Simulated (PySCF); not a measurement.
Spin states of BiS

Unrestricted PBE0; Bi cc-pVDZ-PP with ECP60, S cc-pV(D+d)Z; scalar-relativistic core potentials (PySCF 2.14). Outer shells of the fragments: Bi 5d10 6s2 6p3; S 3s2 3p4.

Followed along the bond (rough minima from three points):

```csv
2Ms+1,unpaired,⟨S²⟩ at the start,R at minimum (Å),Te (eV)
2,π ↑,0.87,2.32,0.00
4,π ↑↑↑,3.76,none in the scan,≤ 1.17
2,π ↑↑↓,1.76,none in the scan,≤ 1.53
6,"σ ↑, π ↑↑↑↑",8.76,none in the scan,≤ 4.48
```

Solutions found at the starting distance of 2.445 Å, counted from the lowest of them; the search is not exhaustive and high or unbound solutions are not listed, so other states can lie among these:

```csv
2Ms+1,unpaired,term,E (eV),⟨S²⟩,⟨Lz²⟩,μ (D)
2,π ↑,²Π,0.00,0.87,1.01,-3.61
4,π ↑↑↑,⁴Π,1.09,3.76,1.00,-1.80
2,π ↑↑↓,mixed,1.45,1.76,3.02,-1.80
4,"σ ↑, π ↑↑",⁴Σ⁻,2.27,3.76,0.00,-2.93
2,π ↑,mixed,2.57,0.75,3.01,-1.87
2,"σ ↓, π ↑↑",mixed,2.64,1.76,0.00,-3.13
```

A term symbol is given only where ⟨S²⟩ and ⟨Lz²⟩ are close to those of a pure state; real π, δ and φ orbitals otherwise mix terms. A positive dipole means Bi(−)S(+).

These are scalar-relativistic numbers at best; spin–orbit coupling would shift them, the dissociation energy most. Counting both spins, an empty level lies below a filled one in some of these solutions, because spin and occupation are held.
